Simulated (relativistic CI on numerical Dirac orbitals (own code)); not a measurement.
# Charge states of selenium

Computed by Dirac-Coulomb-Breit CI, separate exchange-only KLI orbitals for each configuration, a model potential for QED, valence Slater integrals scaled by 0.9 (own radial code, finite nucleus).

Each species is treated in one configuration, given outside its closed core. Radial values are for the open shell of highest l, unscaled and averaged over j; ζ includes the Breit term. Labels give the leading LS character, summed over repeated terms.

| Ion | Configuration | Its lowest level | LS weight (%) | ζ (cm⁻¹) | F² (cm⁻¹) | F⁴ (cm⁻¹) | g_J | g√(J(J+1)) |
| --- | --- | --- | --- | --- | --- | --- | --- | --- |
| Se | 3d¹⁰4s²4p⁴ | ³P2 | 98 | 1862 | 43950 |  | 1.493 | 3.66 |
| Se⁺ | 3d¹⁰4s²4p³ | ⁴S°3/2 | 99 | 2191 | 48290 |  | 1.997 | 3.87 |
| Se²⁺ | 3d¹⁰4s²4p² | ³P0 | 99 | 2538 | 51960 |  |  | 0.00 |
| Se³⁺ | 3d¹⁰4s²4p | ²P°1/2 | 100 | 2901 |  |  | 0.666 | 0.58 |
| Se⁴⁺ | 3d¹⁰4s² | ¹S0 | 100 |  |  |  |  | 0.00 |
| Se⁵⁺ | 3d¹⁰4s | ²S1/2 | 100 |  |  |  | 2.002 | 1.73 |
| Se⁶⁺ | 3d¹⁰ | ¹S0 | 100 |  |  |  |  | 0.00 |
| Se⁷⁺ | 3d⁹ | ²D5/2 | 100 | 2784 |  |  | 1.199 | 3.55 |
| Se⁸⁺ | 3d⁸ | ³F4 | 100 | 2959 | 170800 | 108100 | 1.248 | 5.58 |
| Se⁹⁺ | 3d⁷ | ⁴F9/2 | 98 | 3142 | 177100 | 112400 | 1.328 | 6.61 |
| Se¹⁰⁺ | 3d⁶ | ⁵D4 | 98 | 3332 | 183200 | 116600 | 1.496 | 6.69 |
| Se¹¹⁺ | 3d⁵ | ⁶S5/2 | 99 | 3531 | 189300 | 120700 | 1.996 | 5.90 |
| Se¹²⁺ | 3d⁴ | ⁵D0 | 96 | 3739 | 195200 | 124700 |  | 0.00 |
| Se¹³⁺ | 3d³ | ⁴F3/2 | 98 | 3955 | 201000 | 128600 | 0.406 | 0.79 |
| Se¹⁴⁺ | 3d² | ³F2 | 97 | 4181 | 206700 | 132500 | 0.674 | 1.65 |
| Se¹⁵⁺ | 3d | ²D3/2 | 100 | 4416 |  |  | 0.798 | 1.55 |
| Se¹⁶⁺ | 3s²3p⁶ | ¹S0 | 100 |  |  |  |  | 0.00 |
| Se¹⁷⁺ | 3s²3p⁵ | ²P°3/2 | 100 | 44020 |  |  | 1.332 | 2.58 |
| Se¹⁸⁺ | 3s²3p⁴ | ³P2 | 86 | 45410 | 203100 |  | 1.429 | 3.50 |
| Se¹⁹⁺ | 3s²3p³ | ⁴S°3/2 | 78 | 46830 | 205600 |  | 1.819 | 3.52 |
| Se²⁰⁺ | 3s²3p² | ³P0 | 88 | 48260 | 208100 |  |  | 0.00 |
| Se²¹⁺ | 3s²3p | ²P°1/2 | 100 | 49720 |  |  | 0.663 | 0.57 |
| Se²²⁺ | 3s² | ¹S0 | 100 |  |  |  |  | 0.00 |
| Se²³⁺ | 3s | ²S1/2 | 100 |  |  |  | 1.999 | 1.73 |

At low charge ζ of a weakly bound d or f electron comes out too small.
